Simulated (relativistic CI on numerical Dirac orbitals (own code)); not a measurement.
Ti3+ (3d) in a crystal field

Calculated by Dirac-Coulomb-Breit CI, KLI orbitals optimised for each configuration, QED by a radiative potential, one configuration in a parametric crystal field, unscaled Slater integrals (own radial code).

Field parameters in Wybourne normalisation: Oh B⁴₀ = 21Dq, B⁴₄ = √(5/14) B⁴₀. The field is a parameter set, without covalency.

S is read from ⟨S²⟩ = S(S + 1).

Site symmetry Oh; labels are those of the double group. Computed levels in cm⁻¹ above the lowest, in rising order:

```tsv
Δ (size of 10Dq)	Lowest	No. 2	No. 3
4100	Γ8	216 Γ7	4183 Γ8
7400	Γ8	213 Γ7	7477 Γ8
10700	Γ8	211 Γ7	10775 Γ8
14050	Γ8	211 Γ7	14124 Γ8
17300	Γ8	210 Γ7	17373 Γ8
20600	Γ8	210 Γ7	20672 Γ8
23950	Γ8	210 Γ7	24022 Γ8
27250	Γ8	210 Γ7	27322 Γ8
30500	Γ8	210 Γ7	30571 Γ8
33800	Γ8	210 Γ7	33871 Γ8
37100	Γ8	209 Γ7	37171 Γ8
40400	Γ8	209 Γ7	40471 Γ8
```

Ground-state S against |10Dq| in cm⁻¹: 4100: 0.50, 7400: 0.50, 10700: 0.50, 14050: 0.50, 17300: 0.50, 20600: 0.50, 23950: 0.50, 27250: 0.50, 30500: 0.50, 33800: 0.50, 37100: 0.50, 40400: 0.50.

No abrupt spin change occurs in this range.
